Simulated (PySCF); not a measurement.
## Radial density of As³⁺ (arsenic, charge +3)

UHF, [Ar] 3d10 4s2, closed-shell 1S. Calculation: PySCF 2.14, in aug-cc-pV5Z-PP with ECP10MDF; a scalar-relativistic core potential. This is the valence pseudo-density: the core potential removes the inner electrons and smooths the orbitals near the nucleus.

```tsv
r (bohr)	4πr²ρ (e/bohr)
0.000999	3.445e-05
0.00168	9.561e-05
0.00283	0.0002582
0.00475	0.0006668
0.00799	0.001638
0.0134	0.003668
0.0226	0.007348
0.0380	0.01513
0.0640	0.06727
0.108	0.5756
0.181	3.879
0.304	16.66
0.512	30.72
0.861	13.32
1.45	2.685
2.44	0.6042
4.10	0.01371
```

Energies and moments cover only the electrons outside the core potential.
